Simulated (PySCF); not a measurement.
niobium atom (Nb), sextet (core potentials on Nb); HF/def2-SVP (PySCF).

Here is a job for PySCF.
```python
from pyscf import gto, scf

mol = gto.Mole()
mol.atom = '''
    Nb    0.00000000    0.00000000    0.00000000
'''
mol.basis = 'def2-svp'
mol.ecp = {'Nb': 'def2-svp'}
mol.spin = 5
mol.verbose = 4
mol.build()

mf = scf.UHF(mol)
mf.conv_tol_grad = 1e-7
mf.kernel()
mf.analyze()
```

Question: What does PySCF print? Leave out banner, timings and long lists.

Answer: 
```
PySCF version 2.14.0

[INPUT] verbose = 4
[INPUT] num. atoms = 1
[INPUT] num. electrons = 13
[INPUT] charge = 0
[INPUT] spin (= nelec alpha-beta = 2S) = 5
[INPUT] symmetry False subgroup None
[INPUT] Mole.unit = angstrom
[INPUT] Symbol           X                Y                Z      unit          X                Y                Z       unit  Magmom
[...]
nuclear repulsion = 0
number of shells = 11
number of NR pGTOs = 57
number of NR cGTOs = 31
basis = def2-svp
ecp = {'Nb': 'def2-svp'}

******** <class 'pyscf.scf.uhf.UHF'> ********
method = UHF
initial guess = minao
damping factor = 0
level_shift factor = 0
DIIS = <class 'pyscf.scf.diis.CDIIS'>
diis_start_cycle = 1
diis_space = 8
diis_damp = 0
SCF conv_tol = 1e-09
SCF conv_tol_grad = 1e-07
SCF max_cycles = 50
direct_scf = True
direct_scf_tol = 1e-13
number electrons alpha = 9  beta = 4
init E= -48.7022747609777

cycle= 1 E= -56.2019956606869  delta_E= -7.5  |g|= 0.47  |ddm|=  2.3
cycle= 2 E= -56.3070052712437  delta_E= -0.105  |g|= 0.114  |ddm|= 1.11
cycle= 3 E= -56.3130241677016  delta_E= -0.00602  |g|= 0.0107  |ddm|= 0.185
cycle= 4 E= -56.3131459981061  delta_E= -0.000122  |g|= 0.00294  |ddm|= 0.0405
cycle= 5 E= -56.3131539341464  delta_E= -7.94e-06  |g|= 0.000384  |ddm|= 0.0124
cycle= 6 E= -56.3131544069877  delta_E= -4.73e-07  |g|= 0.000148  |ddm|= 0.00319
cycle= 7 E= -56.3131545234089  delta_E= -1.16e-07  |g|= 5.81e-05  |ddm|= 0.0015
cycle= 8 E= -56.3131545539852  delta_E= -3.06e-08  |g|= 2.73e-05  |ddm|= 0.000475
cycle= 9 E= -56.3131545620949  delta_E= -8.11e-09  |g|= 5.04e-06  |ddm|= 0.000378
cycle= 10 E= -56.3131545622142  delta_E= -1.19e-10  |g|= 4.01e-06  |ddm|= 2.95e-05
cycle= 11 E= -56.3131545623316  delta_E= -1.17e-10  |g|= 3.84e-06  |ddm|= 2.2e-05
cycle= 12 E= -56.3131545624111  delta_E= -7.95e-11  |g|= 3.84e-06  |ddm|= 1.24e-05
cycle= 13 E= -56.3131545624445  delta_E= -3.34e-11  |g|= 3.84e-06  |ddm|= 5.2e-06
cycle= 14 E= -56.3131545624665  delta_E= -2.19e-11  |g|= 3.84e-06  |ddm|= 3.41e-06
cycle= 15 E= -56.3131545624827  delta_E= -1.62e-11  |g|= 3.84e-06  |ddm|= 2.52e-06
cycle= 16 E= -56.3131545624929  delta_E= -1.02e-11  |g|= 3.84e-06  |ddm|= 1.6e-06
cycle= 17 E= -56.3131545625017  delta_E= -8.83e-12  |g|= 3.84e-06  |ddm|= 1.38e-06
cycle= 18 E= -56.3131545625145  delta_E= -1.28e-11  |g|= 3.84e-06  |ddm|= 1.99e-06
cycle= 19 E= -56.3131545625417  delta_E= -2.72e-11  |g|= 3.84e-06  |ddm|= 4.23e-06
cycle= 20 E= -56.313154562545  delta_E= -3.28e-12  |g|= 3.84e-06  |ddm|= 5.11e-07
[...]
cycle= 43 E= -56.3131545628701  delta_E= -1.4e-11  |g|= 3.84e-06  |ddm|= 2.18e-06
cycle= 44 E= -56.3131545628842  delta_E= -1.4e-11  |g|= 3.84e-06  |ddm|= 2.18e-06
cycle= 45 E= -56.3131545628982  delta_E= -1.4e-11  |g|= 3.84e-06  |ddm|= 2.18e-06
cycle= 46 E= -56.3131545629122  delta_E= -1.4e-11  |g|= 3.84e-06  |ddm|= 2.18e-06
cycle= 47 E= -56.3131545629262  delta_E= -1.4e-11  |g|= 3.84e-06  |ddm|= 2.18e-06
cycle= 48 E= -56.3131545629402  delta_E= -1.4e-11  |g|= 3.84e-06  |ddm|= 2.18e-06
cycle= 49 E= -56.3131545629543  delta_E= -1.4e-11  |g|= 3.84e-06  |ddm|= 2.18e-06
cycle= 50 E= -56.3131545629683  delta_E= -1.4e-11  |g|= 3.84e-06  |ddm|= 2.18e-06
SCF not converged.
SCF energy = -56.3131545629683 after 50 cycles  <S^2> = 8.753794  2S+1 = 6.0012645
**** SCF Summaries ****
Total Energy =                         -56.313154562968272
Nuclear Repulsion Energy =               0.000000000000000
One-electron Energy =                  -96.355026888628430
Two-electron Energy =                   40.041872325660158
Two-electron Coulomb Energy =           46.449209150407185
DFT Exchange-Correlation Energy =       -6.407336824747027
**** MO energy ****
                             alpha | beta                alpha | beta
[...]
spin_pop of  0 Nb 4s        0.00190
spin_pop of  0 Nb 5s        0.99304
spin_pop of  0 Nb 6s        0.00228
spin_pop of  0 Nb 7s        0.00211
spin_pop of  0 Nb 8s        0.00068
spin_pop of  0 Nb 4px      -0.00264
spin_pop of  0 Nb 4py      -0.01860
spin_pop of  0 Nb 4pz      -0.01965
spin_pop of  0 Nb 5px       0.00049
spin_pop of  0 Nb 5py       0.01071
spin_pop of  0 Nb 5pz       0.01141
spin_pop of  0 Nb 6px       0.00199
spin_pop of  0 Nb 6py       0.00764
spin_pop of  0 Nb 6pz       0.00811
spin_pop of  0 Nb 4dxy      0.51754
spin_pop of  0 Nb 4dyz      0.63723
spin_pop of  0 Nb 4dz^2     0.36286
spin_pop of  0 Nb 4dxz      0.52255
spin_pop of  0 Nb 4dx2-y2    0.78498
spin_pop of  0 Nb 5dxy      0.30257
spin_pop of  0 Nb 5dyz      0.36271
spin_pop of  0 Nb 5dz^2     0.21165
spin_pop of  0 Nb 5dxz      0.29777
spin_pop of  0 Nb 5dx2-y2    0.00014
spin_pop of  0 Nb 4f-3      0.00008
spin_pop of  0 Nb 4f-2      0.00013
spin_pop of  0 Nb 4f-1      0.00003
spin_pop of  0 Nb 4f+0      0.00004
spin_pop of  0 Nb 4f+1      0.00008
spin_pop of  0 Nb 4f+2      0.00010
spin_pop of  0 Nb 4f+3      0.00009
In total             9.00000 | 4.00000
Dipole moment(X, Y, Z, Debye):  0.00000, -0.00000,  0.00000
```

The run did not converge; its last values are not results.
